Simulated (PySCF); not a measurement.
Se(I)(GeH3) (GeH₃ISe), SMILES [GeH3][Se]I. Geometry optimised at PBE-D3(BJ)/def2-SVP. This is a generated structure with no PubChem entry under its InChIKey; it may be hypothetical. The def2 effective core potentials stand for the cores of I; spin–orbit coupling is left out.

Computed equilibrium geometry at PBE-D3(BJ)/def2-SVP (PySCF confirms it by a frequency run) as Cartesian coordinates in Å, and its point group:
point group Cs.
```xyz
6

Se     1.1631     0.4458     0.0000
I     -0.3183    -1.6474     0.0000
Ge    -0.6195     2.0327     0.0000
H      0.1049     3.4050     0.0000
H     -1.4785     1.8525     1.2753
H     -1.4785     1.8525    -1.2753
```
